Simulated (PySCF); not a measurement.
Numbering as in the mapped SMILES `[F:1][c:2]1[pH:3][c:4]([SiH3:5])[cH:6][c:7]1[SiH3:8]` (H(Xn): hydrogen on atom n).

Level of theory: shieldings: GIAO PBE0/pcSseg-1, GFN2-xTB geometry, in PySCF 2.14.0 with density-fitted response routines (a single conformation, in vacuum, rapidly exchanging positions averaged, non-relativistic Hamiltonian).

Q: List the cross peaks expected in HSQC, COSY and HMBC spectra.

A: 

HSQC (one-bond C–H):
```csv
δH,δC
7.40 (H(C6)),161.0 (C6)
```

HMBC (two and three bonds, from the bond graph):
```csv
δH,δC
7.40 (H(C6)),"204.9 (C2), 131.3 (C4), 128.5 (C7)"
5.13 (H(P3)),"204.9 (C2), 161.0 (C6), 131.3 (C4), 128.5 (C7)"
4.44 (H(Si5)),"161.0 (C6), 131.3 (C4)"
4.39 (H(Si8)),"204.9 (C2), 161.0 (C6), 128.5 (C7)"
```

No COSY cross peaks are expected.

δ = σ(ref) − σ, references computed at the same level: TMS for ¹H and ¹³C.

Shifts are as computed. Against solution values, carbons near 30 ppm lie about +3 ppm off and those near 130 ppm about +5 ppm. Of 1211 compounds with measured shifts, 218 miss one by over three times the rms of a fit or turn the order of signals round; such compounds aren't used in these exercises.
